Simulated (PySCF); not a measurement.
Property card for `C#C/C(=C/CC)C(C)C`

C9H14.
SMILES with atom numbers: `[CH:1]#[C:2]/[C:3](=[CH:4]/[CH2:5][CH3:6])[CH:7]([CH3:8])[CH3:9]` (hydrogens: H10 on C1; H11 on C4; H12, H13 on C5; H14, H15, H16 on C6; H17 on C7; H18, H19, H20 on C8; H21, H22, H23 on C9)

Geometry (GFN2-xTB, Å), atoms numbered from 1 in this order:
```xyz
23
C9H14 angstrom
C     -1.126    2.764   -1.298
C     -0.632    1.742   -0.908
C     -0.068    0.522   -0.452
C      1.250    0.342   -0.569
C      2.054   -0.850   -0.162
C      2.931   -0.521    1.049
C     -1.061   -0.463    0.119
C     -1.827    0.181    1.275
C     -2.021   -0.925   -0.979
H     -1.547    3.663   -1.639
H      1.837    1.153   -0.986
H      1.417   -1.702    0.075
H      2.700   -1.136   -0.998
H      2.310   -0.261    1.904
H      3.582    0.323    0.829
H      3.549   -1.375    1.315
H     -0.527   -1.336    0.505
H     -1.139    0.509    2.052
H     -2.526   -0.531    1.709
H     -2.385    1.046    0.923
H     -2.742   -1.635   -0.578
H     -1.472   -1.408   -1.785
H     -2.561   -0.076   -1.392
```

Some functional groups and rings: alkyne and C=C double bond.

GFN2-xTB geometry:

```yaml
Point_group_of_the_GFN2-xTB_geometry: C1
Rotational_constants_A_B_C_of_the_GFN2-xTB_geometry: 2.057, 1.059, 0.868 GHz
```

PBE0/pcSseg-1 ground state and GIAO shieldings, non-relativistic (PySCF):

```yaml
Dipole_moment: 0.95 D
HOMO_energy: -6.62 eV
LUMO_energy: -0.43 eV
HOMO–LUMO_gap: 6.19 eV
Lowest_Hirshfeld_atomic_charge: -0.12 e on C8/C9
Highest_Hirshfeld_atomic_charge: +0.09 e on H10
13C_chemical_shifts_computed_TMS_as_zero_by_class: 149.6 (C4), 134.9 (C3), 88.7 (C2), 85.8 (C1), 32.1 (C7), 26.9 (C5), 23.9 (C8/C9), 16.9 (C6) ppm
1H_chemical_shifts_computed_TMS_as_zero_by_class: 6.37 (H11), 2.70 (H17), 2.49 (H10), 2.28 (H12/H13), 1.18 (H18/H19/H20/H21/H22/H23), 1.05 (H14/H15/H16) ppm
Mayer_bond_orders_between_heavy_atoms: C1–C2 2.38, C2–C3 1.04, C3–C4 1.86, C4–C5 1.06, C5–C6 1.04, C3–C7 1.01, C7–C8 1.03, C7–C9 1.03
```

Monoisotopic mass from the formula: 122.1096 u.

The dipole matches unit charges of opposite sign 0.20 Å apart (1 e·Å = 4.8032 D). The rotational constants make it an asymmetric top with κ = (2B − A − C)/(A − C) = -0.68, nearer the prolate limit (−1). With B = h/(8π²I), that is 505.379 GHz u Å² over I, the principal moments of inertia are 245.7, 477.4 and 582.5 u Å² (most abundant isotopes). A dipole of 0.95 D is allowed in C1, and pure rotational transitions are dipole-allowed.

Geometry: GFN2-xTB, one conformer, isolated molecule. NMR classes are plain means over equivalent atoms (diastereotopic ones count apart unless rotation or inversion swaps them), as if these changed places fast; in this geometry the members of some classes differ.
